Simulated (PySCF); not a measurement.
C3H7S, SMILES S([CH2])CC, multiplicity 2. Geometry optimised at PBE-D3(BJ)/def2-SVP. The isomer is the one that the SMILES or the coordinates give; other isomers of the formula were not compared. One conformer was computed; it need not be the lowest.

The numbers are results of PBE-D3(BJ)/def2-SVP in PySCF, not measurements.

Harmonic wavenumbers (cm⁻¹): 109, 214, 237, 281, 357, 381, 644, 742, 839, 881, 956, 1022, 1048, 1219, 1233, 1325, 1338, 1393, 1408, 1423, 2972, 2983, 3045, 3062, 3078, 3081, 3217. Rotational constants (GHz): 10.66, 3.947, 3.300; symmetry number 1.

**Question.** Work out the zero-point energy and the ideal-gas rigid-rotor harmonic-oscillator thermochemistry at 298.15 K and 1 atm.

**Answer.** ZPE = ½ Σ hcν = ½ × 38489 cm⁻¹ = 230.21 kJ/mol. H − E(el) = 249.13 kJ/mol. Entropy in J/(mol K): translation 162.62, rotation 105.65, vibration 51.20, spin 5.76, total 325.23. G − E(el) = 152.16 kJ/mol. Cp = 96.84 J/(mol K). Modes under 150 cm⁻¹ make the vibrational entropy uncertain.
